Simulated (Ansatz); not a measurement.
Ansatz (a first-principles code) input (B3LYP/6-31G* with LANL2DZ past Ar): The .json file joins the Basis Set Exchange's 6-31G* for atoms up to Ar and LANL2DZ past it.

Ansatz 0.2 input:
```yaml
crystal:
  periodic: [false, false, false]
  atoms:
    - {symbol: Sc, position_ang: [0.27473492, -0.10344941, 0.27044813]}
    - {symbol: O, position_ang: [0.94212262, 0.30477645, -1.41395713]}
    - {symbol: H, position_ang: [0.94454759, 0.56564975, -2.34093675]}
    - {symbol: O, position_ang: [-1.47701718, -0.10336585, 0.88740873]}
    - {symbol: H, position_ang: [-2.43482446, -0.00449700, 0.87391321]}
basis:
  gaussian:
    orbitals: 6-31Gs+LANL2DZ.json
hamiltonian:
  xc: {name: B3LYP}
magnetization: {spin_polarized: true, initial_magnetization: 1}
phonons: {temperatures: {t_min: 298.15, t_max: 298.15, t_step: 100}}
```

Output:

```
Functional definition: B3LYP
integrals: 0.02 GiB planned
674 factors; integrals over basis functions are off by at most 2.9e-4 eV
mean field: 0.23 GiB planned
mean field evaluation 1: about -5380.8433 eV, gradient 5.8e1 eV
mean field evaluation 2: about -5268.3059 eV, gradient 1.7e2 eV
mean field evaluation 4: about -5392.4799 eV, gradient 8.9e0 eV
mean field evaluation 8: about -5393.0007 eV, gradient 3.1e-1 eV
mean field evaluation 16: about -5393.0013 eV, gradient 1.0e-3 eV
mean field evaluation 32: about -5392.5234 eV, gradient 3.0e0 eV
mean field -5393.00128932 eV, -198.1891418751 hartree, gradient 2.5e-5 eV, S^2 0.750634; 3 other end points of the search recorded, 0 dependent functions left out
the calculation of the forces begins
reference -5393.00158601 eV, -198.1891527781 hartree; 15, 14 occupied and 41, 42 virtual orbitals, 674 factors
these checks for a lower state are left out or cut short: stability, starts, cluster_reference, orbital_swaps, neighbouring_geometries, increment
integrals: 0.02 GiB planned
674 factors; integrals over basis functions are off by at most 2.9e-4 eV
mean field: 0.23 GiB planned
mean field -5393.00123338 eV, -198.1891398192 hartree, gradient 2.6e-6 eV, S^2 0.750635; 0 other end points of the search recorded, 0 dependent functions left out
the calculation of the forces begins
reference -5393.00153012 eV, -198.1891507241 hartree; 15, 14 occupied and 41, 42 virtual orbitals, 674 factors
these checks for a lower state are left out or cut short: stability, starts, cluster_reference, orbital_swaps, neighbouring_geometries, increment
integrals: 0.02 GiB planned
674 factors; integrals over basis functions are off by at most 2.9e-4 eV
mean field: 0.23 GiB planned
mean field -5393.00123543 eV, -198.1891398946 hartree, gradient 2.8e-6 eV, S^2 0.750633; 0 other end points of the search recorded, 0 dependent functions left out
the calculation of the forces begins
reference -5393.00153206 eV, -198.1891507956 hartree; 15, 14 occupied and 41, 42 virtual orbitals, 674 factors
these checks for a lower state are left out or cut short: stability, starts, cluster_reference, orbital_swaps, neighbouring_geometries, increment
integrals: 0.02 GiB planned
674 factors; integrals over basis functions are off by at most 2.9e-4 eV
mean field: 0.23 GiB planned
mean field -5393.00105773 eV, -198.1891333642 hartree, gradient 1.5e-6 eV, S^2 0.750636; 0 other end points of the search recorded, 0 dependent functions left out
the calculation of the forces begins
reference -5393.00135451 eV, -198.1891442705 hartree; 15, 14 occupied and 41, 42 virtual orbitals, 674 factors
these checks for a lower state are left out or cut short: stability, starts, cluster_reference, orbital_swaps, neighbouring_geometries, increment
integrals: 0.02 GiB planned
674 factors; integrals over basis functions are off by at most 2.9e-4 eV
mean field: 0.23 GiB planned
mean field -5393.00105452 eV, -198.1891332462 hartree, gradient 1.2e-6 eV, S^2 0.750633; 0 other end points of the search recorded, 0 dependent functions left out
the calculation of the forces begins
reference -5393.00135111 eV, -198.1891441459 hartree; 15, 14 occupied and 41, 42 virtual orbitals, 674 factors
these checks for a lower state are left out or cut short: stability, starts, cluster_reference, orbital_swaps, neighbouring_geometries, increment
integrals: 0.02 GiB planned
674 factors; integrals over basis functions are off by at most 2.9e-4 eV
mean field: 0.23 GiB planned
mean field evaluation 64: about -5393.0013 eV, gradient 9.4e-5 eV
mean field -5393.00128160 eV, -198.1891415913 hartree, gradient 2.6e-6 eV, S^2 0.750635; 0 other end points of the search recorded, 0 dependent functions left out
the calculation of the forces begins
reference -5393.00157835 eV, -198.1891524967 hartree; 15, 14 occupied and 41, 42 virtual orbitals, 674 factors
these checks for a lower state are left out or cut short: stability, starts, cluster_reference, orbital_swaps, neighbouring_geometries, increment
integrals: 0.02 GiB planned
674 factors; integrals over basis functions are off by at most 2.9e-4 eV
mean field: 0.23 GiB planned
mean field -5393.00128202 eV, -198.1891416066 hartree, gradient 2.8e-6 eV, S^2 0.750633; 0 other end points of the search recorded, 0 dependent functions left out
the calculation of the forces begins
reference -5393.00157864 eV, -198.1891525073 hartree; 15, 14 occupied and 41, 42 virtual orbitals, 674 factors
these checks for a lower state are left out or cut short: stability, starts, cluster_reference, orbital_swaps, neighbouring_geometries, increment
integrals: 0.02 GiB planned
674 factors; integrals over basis functions are off by at most 2.9e-4 eV
mean field: 0.23 GiB planned
mean field -5393.00112131 eV, -198.1891357006 hartree, gradient 1.2e-6 eV, S^2 0.750634; 0 other end points of the search recorded, 0 dependent functions left out
the calculation of the forces begins
reference -5393.00141804 eV, -198.1891466054 hartree; 15, 14 occupied and 41, 42 virtual orbitals, 674 factors
these checks for a lower state are left out or cut short: stability, starts, cluster_reference, orbital_swaps, neighbouring_geometries, increment
integrals: 0.02 GiB planned
674 factors; integrals over basis functions are off by at most 2.9e-4 eV
mean field: 0.23 GiB planned
mean field -5393.00112760 eV, -198.1891359319 hartree, gradient 1.1e-6 eV, S^2 0.750634; 0 other end points of the search recorded, 0 dependent functions left out
the calculation of the forces begins
reference -5393.00142424 eV, -198.1891468331 hartree; 15, 14 occupied and 41, 42 virtual orbitals, 674 factors
these checks for a lower state are left out or cut short: stability, starts, cluster_reference, orbital_swaps, neighbouring_geometries, increment
integrals: 0.02 GiB planned
674 factors; integrals over basis functions are off by at most 2.9e-4 eV
mean field: 0.23 GiB planned
mean field -5393.00128790 eV, -198.1891418226 hartree, gradient 1.1e-6 eV, S^2 0.750634; 0 other end points of the search recorded, 0 dependent functions left out
the calculation of the forces begins
reference -5393.00158457 eV, -198.1891527253 hartree; 15, 14 occupied and 41, 42 virtual orbitals, 674 factors
these checks for a lower state are left out or cut short: stability, starts, cluster_reference, orbital_swaps, neighbouring_geometries, increment
integrals: 0.02 GiB planned
674 factors; integrals over basis functions are off by at most 2.9e-4 eV
mean field: 0.23 GiB planned
mean field evaluation 96: about -5393.0013 eV, gradient 4.5e-5 eV
mean field -5393.00128808 eV, -198.1891418293 hartree, gradient 1.0e-6 eV, S^2 0.750634; 0 other end points of the search recorded, 0 dependent functions left out
the calculation of the forces begins
reference -5393.00158477 eV, -198.1891527326 hartree; 15, 14 occupied and 41, 42 virtual orbitals, 674 factors
Total energy: -5393.00158601 eV, -198.1891527781 hartree
Atom 0 at     0.274735    -0.103449     0.270448 Å, force    -0.000547     0.000206    -0.000538 eV/Å
Atom 1 at     0.942123     0.304776    -1.413957 Å, force    -0.000112     0.000265    -0.000900 eV/Å
Atom 2 at     0.944548     0.565650    -2.340937 Å, force    -0.000051    -0.000441     0.001585 eV/Å
Atom 3 at    -1.477017    -0.103366     0.887409 Å, force    -0.000928     0.000127    -0.000124 eV/Å
Atom 4 at    -2.434824    -0.004497     0.873913 Å, force     0.001638    -0.000156    -0.000022 eV/Å
Dipole moment:    -0.105076     0.039565    -0.103436 e Å
Vibrations: 110.88 335.15 358.73 360.59 398.44 715.48 789.01 3889.69 3891.16 cm⁻¹, zero-point energy 0.672559 eV
```

The blocks after the first are displaced geometries, from whose forces the wavenumbers follow.
